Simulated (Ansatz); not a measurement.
Isolated molecules relaxed with PBE0-D4/def2-TZVP in Ansatz; ΔE leaves out vibrations. CCSD(T)/CBS is the MP2 limit (def2-TZVPP, def2-QZVPP) plus CCSD(T) − MP2 in def2-TZVPP, frozen cores. DFT in def2-TZVPP. For Ge outer-core shells are correlated without core-valence functions, which leaves a few kJ/mol of doubt a bond. Scalar relativity is left out up to krypton. Each species was taken in one conformer, which may not be the lowest.

Consider the cleavage of the Ge–Si bond: `[OH][GeH2][SiH](O)F` + CH₃NH₂ → `C[NH][GeH2][OH]` + `O[SiH2]F`.

CCSD(T)/CBS gives -0.24 eV.

Another level gave -0.15 eV. Which?
A. r2SCAN/def2-TZVPP
B. B2PLYP/def2-TZVPP
C. PBE/def2-TZVPP
D. MP2/def2-TZVPP

A. r2SCAN -0.15, B2PLYP -0.25, PBE -0.04, MP2/def2-TZVPP -0.35 eV.

Largest T1 diagnostic among the species: 0.012.

From PBE to PBE0 (25 % exact exchange), in def2-TZVPP and without D4, ΔE moves by −0.05 eV.
